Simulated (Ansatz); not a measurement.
BrSi, SMILES Br[Si] (connectivity only; charge and spin as stated), neutral, multiplicity 2.

Geometry optimised at PBE0-D3(BJ)/def2-TZVP.

Two levels are set side by side: PBE/def2-TZVPD (Ansatz, an electronic-structure program) and PBE0/def2-TZVPD (Ansatz). Energy differences of separate SCF runs at the same geometry; the states with an electron removed or added have multiplicity 1 and 3. Differences are taken from unrounded values.

```tsv
quantity	PBE0
vertical ionisation energy (eV)	7.52
vertical electron affinity (eV)	1.25
```

Problem. What does PBE give, and how far is it from PBE0? (Estimate from the structure and the level; the computed values follow.)

Solution. 
```csv
quantity,PBE,PBE minus PBE0
vertical ionisation energy (eV),7.36,-0.16
vertical electron affinity (eV),1.17,-0.08
```
